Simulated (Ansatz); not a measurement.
A nudged elastic band was laid between two geometries of CH5ClSi + FH (10 atoms, charge 0, multiplicity 1).

Computed with RKS PBE/def2-SVP in Ansatz.

| Quantity | Value |
| --- | --- |
| movable images | 5 |
| climbing image | yes |
| spring | 5.0 eV/Å² |
| optimiser | quadratic models (default) |
| start path | through a guess of the saddle point |
| force threshold | 0.03 eV/Å |
| iteration limit | 60 |
| end points | relaxed |

First end point:

```xyz
10
Properties=species:S:1:pos:R:3
Si -0.458 -0.521 -0.568
C 0.423 1.115 -0.336
H 0.471 -1.650 -0.890
H -1.243 -0.875 0.680
Cl -1.871 -0.392 -2.101
H -0.034 -1.027 1.959
F 0.897 -0.976 2.093
H 1.083 1.022 0.549
H -0.302 1.934 -0.163
H 1.035 1.369 -1.224
```

Last end point:

```xyz
10
Properties=species:S:1:pos:R:3
Si -0.919 -1.775 -0.139
C 0.984 1.674 0.153
H 0.366 -1.934 -0.886
H -1.701 -3.043 -0.026
Cl -2.086 -0.355 -1.080
H 0.722 0.886 0.883
F -0.573 -1.264 1.375
H 1.824 2.278 0.543
H 0.105 2.324 -0.014
H 1.280 1.210 -0.808
```

Problem. What changes between the two ends?

Solution. Bonds broken: Si1–C2, H6–F7. Bonds formed: Si1–F7, C2–H6. CH5ClSi + FH becomes CH4 + ClFH2Si.

Problem. Give the energies along the band, and the barrier.

Solution. The run converged. The highest image is number 2 of 0 to 6, 116.1 kJ/mol above the first end and 238.2 kJ/mol above the last; the last end lies 122.1 kJ/mol below the first. Neighbouring images differ by up to 1.6 eV, so the band resolves the path poorly. A vibrational analysis at the climbing image gives one clearly imaginary mode, 740i cm⁻¹: a first-order saddle point. The orbitals stay closed-shell, which can raise the energy where a bond breaks towards radicals; this wasn't checked here.

```csv
image,path coordinate (Å),energy (kJ/mol),Si1–C2 (Å),H6–F7 (Å),Si1–F7 (Å)
0,0.00,0.0,1.87,0.94,3.02
1,1.35,14.4,1.90,0.94,2.79
2,2.70,116.1,2.15,1.26,1.91
3,4.05,-36.2,3.11,1.78,1.66
4,5.40,-116.9,3.95,2.21,1.64
5,6.75,-122.2,4.34,2.53,1.64
6,8.10,-122.1,3.95,2.56,1.63
```

Problem. What is the geometry of the highest image?

Solution. 
```xyz
10
Properties=species:S:1:pos:R:3
Si -0.501 -0.891 -0.157
C 0.474 1.016 0.038
H 0.292 -2.000 -0.762
H -1.742 -1.079 0.649
Cl -1.421 -0.175 -1.960
H 0.646 0.049 0.891
F 0.530 -1.081 1.442
H 1.174 1.484 0.776
H -0.435 1.644 0.024
H 0.984 1.034 -0.941
```

The band took 18 iterations and roughly 3 core-minutes.

Run time: 110 s on 2 threads of AMD EPYC 7B13 (Zen 3) (shared host), peak memory 0.15 GiB.
